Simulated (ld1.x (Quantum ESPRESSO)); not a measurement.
Transferability test, TM potential for Mg

- Element: Mg
- Generator: ld1.x (Quantum ESPRESSO) 7.5
- Type: norm-conserving Troullier–Martins (Kleinman–Bylander form)
- Functional: PBE
- Relativity: non-relativistic
- Frozen core: [He] 2s2
- Valence charge: 8
- Reference configuration: 2p6 3s2 3p0
- Partial waves: 3s (bound): rc 2.20 bohr; 2p (bound): rc 0.55 bohr
- Local potential: all-electron potential smoothed inside 1.80 bohr (lloc = -1)
- Core correction: none

Energies are relative to the spin-unpolarised reference configuration 2p6 3s2 3p0; without spin polarisation the order of configurations can differ from experiment. The frozen-core shift is the all-electron ΔE with the core orbitals held at their reference shape minus the fully relaxed ΔE.

Task: Give the all-electron excitation energy and the error of the potential for: 2p6 3s1 3p0; 2p6 3s0 3p0; 2p6 3s1.5 3p0; 2p6 3s1 3p1; 2p6 3s0 3p2; 2p5 3s2 3p0; 2p6 3s0 3p1.

Result:

| valence configuration | charge | ΔE all-electron (eV) | error AE − PS (meV) | frozen-core shift (meV) |
| --- | --- | --- | --- | --- |
| 2p6 3s1 3p0 | +1 | 7.949 | +11 | +0.3 |
| 2p6 3s0 3p0 | +2 | 22.950 | +61 | +3.7 |
| 2p6 3s1.5 3p0 | +0.5 | 3.140 | +2.1 | +0.1 |
| 2p6 3s1 3p1 | 0 | 3.476 | +109 | +0.2 |
| 2p6 3s0 3p2 | 0 | 7.149 | +255 | +0.6 |
| 2p5 3s2 3p0 | +1 | 58.587 | +755 | +357 |
| 2p6 3s0 3p1 | +1 | 12.293 | +210 | +1.1 |
